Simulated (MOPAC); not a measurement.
Input for MOPAC: PM7 on C2H4O2Se (a complex).

```
PM7 1SCF PRECISE CHARGE=0 THREADS=1
C2H4O2Se

O      1.17233264 1    -0.93719069 1     1.04970580 1
Se    -0.27466788 1    -0.30141804 1     1.37508466 1
O     -0.31724838 1     1.30349628 1     1.21316146 1
C      0.65298551 1    -0.23933222 1     4.41943607 1
C     -0.60563602 1     0.14834024 1     4.60031077 1
H      0.97766766 1    -1.24796557 1     4.64312606 1
H      1.40729862 1     0.43880700 1     4.03968624 1
H     -0.92588122 1     1.15759531 1     4.37277886 1
H     -1.35912321 1    -0.52862313 1     4.98474031 1
```

Program output:

```
*******************************************************************************
 **                                                                           **
 **                              MOPAC v23.2.5                                **
 **                                                                           **
 *******************************************************************************
 ** MOPAC's Digital Object Identifier: https://doi.org/10.5281/zenodo.6511958 **
 **                                                                           **
 ** Please cite the open-source release paper for use of this MOPAC version:  **
 ** J. E. Moussa and J. J. P. Stewart (2026)                                  **
 ** MOPAC: An open-source semiempirical molecular orbital program             **
 ** J. Open Source Softw., 11(119), 8025, https://doi.org/10.21105/joss.08025 **
 *******************************************************************************

                              PM7 CALCULATION RESULTS

 *******************************************************************************
 *  PM7        - The PM7 Hamiltonian to be used
 *
 *
 *
 *                 CHARGE ON SYSTEM = 0
 *
 *
 *
 *  PRECISE    - TIGHTER CRITERIA TO BE USED
 *  1SCF       - DO 1 SCF AND THEN STOP
 *  THREADS=1  - MULTI-THREADING NOT USED
 *  T=         - A TIME OF 172800.0 SECONDS REQUESTED
 *  DUMP=N     - RESTART FILE WRITTEN EVERY 7200.0 SECONDS REQUESTED
 *******************************************************************************
PM7 1SCF PRECISE CHARGE=0 THREADS=1
 C2H4O2Se

   ATOM   CHEMICAL          X               Y               Z
  NUMBER   SYMBOL      (ANGSTROMS)     (ANGSTROMS)     (ANGSTROMS)

     1       O          1.17233264  *  -0.93719069  *   1.04970580  *
     2      Se         -0.27466788  *  -0.30141804  *   1.37508466  *
     3       O         -0.31724838  *   1.30349628  *   1.21316146  *
     4       C          0.65298551  *  -0.23933222  *   4.41943607  *
     5       C         -0.60563602  *   0.14834024  *   4.60031077  *
     6       H          0.97766766  *  -1.24796557  *   4.64312606  *
     7       H          1.40729862  *   0.43880700  *   4.03968624  *
     8       H         -0.92588122  *   1.15759531  *   4.37277886  *
     9       H         -1.35912321  *  -0.52862313  *   4.98474031  *



          CARTESIAN COORDINATES

    NO.       ATOM           X           Y           Z

     1         O          1.1723     -0.9372      1.0497
     2        Se         -0.2747     -0.3014      1.3751
     3         O         -0.3172      1.3035      1.2132
     4         C          0.6530     -0.2393      4.4194
     5         C         -0.6056      0.1483      4.6003
     6         H          0.9777     -1.2480      4.6431
     7         H          1.4073      0.4388      4.0397
     8         H         -0.9259      1.1576      4.3728
     9         H         -1.3591     -0.5286      4.9847

 General Reference for PM7:
 "Optimization of Parameters for Semiempirical Methods VI: More Modifications to the
 NDDO Approximations and Re-optimization of Parameters", J. J. P. Stewart, J. Mol. Mod., 1:32, 19 (2013)
 https://link.springer.com/article/10.1007/s00894-012-1667-x

           Empirical Formula: C2 H4 O2 Se  =     9 atoms



      MOLECULAR POINT GROUP   :   C1


      RHF CALCULATION, NO. OF DOUBLY OCCUPIED LEVELS = 15


 -------------------------------------------------------------------------------
 PM7 1SCF PRECISE CHARGE=0 THREADS=1
 C2H4O2Se



     1SCF WAS SPECIFIED, SO BFGS WAS NOT USED
     SCF FIELD WAS ACHIEVED


                              PM7 CALCULATION
                                                       MOPAC v23.2.5 Linux




          FINAL HEAT OF FORMATION =        -20.35344 KCAL/MOL =     -85.15878 KJ/MOL


          COSMO AREA              =        128.71 SQUARE ANGSTROMS
          COSMO VOLUME            =        116.24 CUBIC ANGSTROMS

          IONIZATION POTENTIAL    =          8.913391 EV
          HOMO LUMO ENERGIES (EV) =         -8.913 -1.390
          NO. OF FILLED LEVELS    =         15
          MOLECULAR WEIGHT        =        139.0124         POINT GROUP:  C1

          MOLECULAR DIMENSIONS (Angstroms)

            Atom       Atom       Distance
            H     9    O     1     4.69677
            H     6    O     3     4.01673
           Se     2    H     7     2.39822


          SCF CALCULATIONS        =          1





   ATOM   CHEMICAL          X               Y               Z
  NUMBER   SYMBOL      (ANGSTROMS)     (ANGSTROMS)     (ANGSTROMS)

     1       O          1.17233264  *  -0.93719069  *   1.04970580  *
     2      Se         -0.27466788  *  -0.30141804  *   1.37508466  *
     3       O         -0.31724838  *   1.30349628  *   1.21316146  *
     4       C          0.65298551  *  -0.23933222  *   4.41943607  *
     5       C         -0.60563602  *   0.14834024  *   4.60031077  *
     6       H          0.97766766  *  -1.24796557  *   4.64312606  *
     7       H          1.40729862  *   0.43880700  *   4.03968624  *
     8       H         -0.92588122  *   1.15759531  *   4.37277886  *
     9       H         -1.35912321  *  -0.52862313  *   4.98474031  *

                             CARTESIAN COORDINATES

   1    O        1.172332640    -0.937190690     1.049705800
   2   Se       -0.274667880    -0.301418040     1.375084660
   3    O       -0.317248380     1.303496280     1.213161460
   4    C        0.652985510    -0.239332220     4.419436070
   5    C       -0.605636020     0.148340240     4.600310770
   6    H        0.977667660    -1.247965570     4.643126060
   7    H        1.407298620     0.438807000     4.039686240
   8    H       -0.925881220     1.157595310     4.372778860
   9    H       -1.359123210    -0.528623130     4.984740310


           Empirical Formula: C2 H4 O2 Se  =     9 atoms



      MOLECULAR POINT GROUP   :   C1


                  EIGENVALUES
 -27.14210 -26.86487 -25.48672 -20.54228 -20.18722 -16.45190 -14.44047 -12.32743
 -12.25912 -12.17455 -11.95619 -10.76798  -9.79265  -9.59770  -8.91339  -1.38996
   0.60295   0.84327   1.55268   5.35340   5.47688   6.25468   6.30889   6.42278


              NET ATOMIC CHARGES AND DIPOLE CONTRIBUTIONS

  ATOM NO.   TYPE          CHARGE      No. of ELECS.   s-Pop       p-Pop
    1          O          -0.731421        6.7314     1.91285     4.81857
    2         Se           1.448724        4.5513     1.90659     2.64469
    3          O          -0.732708        6.7327     1.91275     4.81996
    4          C          -0.269181        4.2692     1.10283     3.16635
    5          C          -0.301160        4.3012     1.10011     3.20105
    6          H           0.141165        0.8588     0.85884
    7          H           0.156728        0.8433     0.84327
    8          H           0.153318        0.8467     0.84668
    9          H           0.134536        0.8655     0.86546
 DIPOLE           X         Y         Z       TOTAL
 POINT-CHG.    -4.719    -3.302     1.873     6.057
 HYBRID         0.959     0.645    -0.296     1.193
 SUM           -3.760    -2.657     1.577     4.867


          ATOMIC ORBITAL ELECTRON POPULATIONS

     Atom    s        px        py        pz
    1  O   1.91285   1.50326   1.73197   1.58334
    2 Se   1.90659   0.93316   0.83879   0.87273
    3  O   1.91275   1.85657   1.36498   1.59840
    4  C   1.10283   1.04919   1.12174   0.99543
    5  C   1.10011   1.05131   1.12654   1.02320
    6  H   0.85884
    7  H   0.84327
    8  H   0.84668
    9  H   0.86546

 **********************
 *                    *
 * JOB ENDED NORMALLY *
 *                    *
 **********************




 == MOPAC DONE ==
```

The run finished.

Cost: about 0.05 core-seconds (a rough figure).
